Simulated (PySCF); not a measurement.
## Dipole response of B+ (boron, charge +1)

[He] 2s2, closed-shell 1S. Computed with PySCF 2.14 in def2-QZVPPD (8s4p4d2f1g, 63 functions), with the non-relativistic Hamiltonian (point nucleus). Coupled (time-dependent) response in atomic units; α is the mean over directions.

| method | mean α (bohr³) | C₆ (like pair) | S(−4) |
| --- | --- | --- | --- |
| UHF | 11.36 | 31.63 | 114.3 |
| PBE | 10.62 | 28.74 | 99.21 |
| PBE0 | 10.75 | 29.23 | 101.8 |
| M06 | 10.90 | 28.46 | 115.9 |
| TPSSh | 10.81 | 30.17 | 97.62 |

S(−4) is the Cauchy moment in α(ω) = α(0) + S(−4) ω² + …

α(iu) at PBE:

```tsv
u (hartree)	α(iu) (bohr³)
0	10.62
0.0500	10.38
0.100	9.716
0.200	7.769
0.300	5.869
0.500	3.384
0.750	1.928
1.00	1.241
1.50	0.6449
2.00	0.3995
3.00	0.2009
5.00	0.08387
```

For an ion, C₆ is the dispersion term alone; charge-induced terms of lower order in 1/R come first.
